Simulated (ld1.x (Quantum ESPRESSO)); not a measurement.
**What one change does to a pseudopotential (F, TM semilocal)**

F (Z = 9), norm-conserving Troullier–Martins (semilocal form), made with ld1.x (Quantum ESPRESSO) 7.5 (PBEsol, scalar-relativistic). Core [He], reference 2s2 2p3.5 (charge +1.5). Waves: 2p (bound): rc 0.90 bohr; 2s (bound): rc 0.75 bohr. Local part: the s channel. Core correction: Bessel-smoothed model core inside 0.40 bohr.

All-electron outer shells of the reference configuration (PBEsol, scalar-relativistic, ld1.x):

| shell | level (eV) | outermost node (bohr) | outermost maximum (bohr) |
| --- | --- | --- | --- |
| 2s | -57.12 | 0.24 | 0.74 |
| 2p | -38.14 | – | 0.66 |

Change: all radii but the core radius scaled by about 1.38 (s 1.04, p 1.24 bohr).

Cutoffs: the cutoffs (Ry, on a coarse ladder) from which the occupation-weighted sum of valence levels, in a spherical-Bessel basis at the reference potential, stays within 10 and 1 mRy of its value at 400 Ry; they do not see the model core or the augmentation charge, which bear on the density cutoff. Errors are all-electron minus pseudo energies relative to the spin-unpolarised reference configuration.

**Question.** How do hardness, ghosts and transferability respond?

**Answer.** The potential gets softer (180 Ry and 260 Ry → 100 Ry and 160 Ry); of the 7 tests that both files solve, the error grows in 6 and shrinks in 0 by more than 15 % and 0.3 meV (median size 1.6 → 10.9 meV); neither file shows a bound ghost. A larger radius leaves more room for a smooth pseudo-wave, so fewer plane waves are needed. More of the atom is replaced by a form fitted at one configuration, so other configurations suffer. A semilocal file is local in each channel, so a ghost entry of none says nothing of the separable form that plane-wave codes build from it.

```csv
quantity,base,changed
"cutoff, loose",180 Ry,100 Ry
"cutoff, tight",260 Ry,160 Ry
loose cutoff by channel (10 mRy a level),"p 120 Ry, s 90 Ry","p 80 Ry, s 55 Ry"
bound ghosts,none,none
"error for 2s2 2p5, meV [ΔE -35.87 eV]",+0.6,+7.7
"error for 2s2 2p4, meV [ΔE -16.56 eV]",+1.6,+5.7
"error for 2s2 2p3, meV [ΔE 21.72 eV]",+0.8,+11
"error for 2s2 2p2, meV [ΔE 82.21 eV]",+39,+209
"error for 2s2 2p5.3, meV [ΔE -38.53 eV]",-1.1,+1.4
"error for 2s1 2p6, meV [ΔE -17.18 eV]",+20,+120
"error for 2s2 2p4.5, meV [ΔE -28.36 eV]",+2.1,+11
```
